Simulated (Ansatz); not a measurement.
Level of theory: Ansatz (a quantum-chemistry and plane-wave program) with frozen-core CCSD(T)/cc-pVTZ // r2SCAN-D4/def2-TZVP.

Ansatz 0.2 input:
```yaml
crystal:
  periodic: [false, false, false]
  atoms:
    - { symbol: N, position_ang: [1.049291, 0.09381, 0.229573] }
    - { symbol: Si, position_ang: [-0.650311, -0.006709, -0.029975] }
    - { symbol: H, position_ang: [1.59328, 0.749696, -0.310649] }
    - { symbol: H, position_ang: [1.576446, -0.752929, 0.381522] }
    - { symbol: H, position_ang: [-1.226708, -0.845369, 1.050636] }
    - { symbol: H, position_ang: [-1.201938, 1.370023, 0.030206] }
    - { symbol: H, position_ang: [-1.083142, -0.600749, -1.330178] }
basis:
  gaussian: { orbitals: cc-pVTZ }
correlation:
  method: ccsd_t
```

Output:

```
Functional definition: HF
754 factors; integrals over basis functions are off by at most 1.2e-3 eV
mean field evaluation 1: about -9422.3741 eV, gradient 3.2e1 eV
mean field evaluation 2: about -9422.3830 eV, gradient 3.2e1 eV
mean field evaluation 4: about -9424.6022 eV, gradient 2.5e0 eV
mean field evaluation 8: about -9424.6276 eV, gradient 3.7e-4 eV
mean field evaluation 16: about -9424.6270 eV, gradient 3.3e-1 eV
mean field -9424.62760404 eV, -346.3486762063 hartree, gradient 3.6e-6 eV, S^2 0.000000; 0 other end points of the search recorded, 0 dependent functions left out
6 core orbitals not correlated
reference -9424.62760404 eV, -346.3486762063 hartree; 7, 7 occupied and 121, 121 virtual orbitals, 754 factors
second order -9.58766148 eV of doubles, -0.00000000 eV of singles
cycle   1  -10.11192788 eV  change   -5.2e-1 eV  update   6.4e-2
cycle   2  -10.40045940 eV  change   -2.9e-1 eV  update   2.0e-2
cycle   3  -10.43097100 eV  change   -3.1e-2 eV  update   6.9e-3
cycle   4  -10.42780271 eV  change    3.2e-3 eV  update   1.8e-3
cycle   5  -10.42812324 eV  change   -3.2e-4 eV  update   6.8e-4
cycle   6  -10.42801336 eV  change    1.1e-4 eV  update   1.9e-4
cycle   7  -10.42797122 eV  change    4.2e-5 eV  update   6.4e-5
cycle   8  -10.42798407 eV  change   -1.3e-5 eV  update   2.8e-5
cycle   9  -10.42797976 eV  change    4.3e-6 eV  update   9.6e-6
perturbative correction -0.33422875 eV, -0.0122826799 hartree
Total energy: -9435.38981255 eV, -346.7441800742 hartree
```

Cost: about 16 core-seconds (a rough figure).
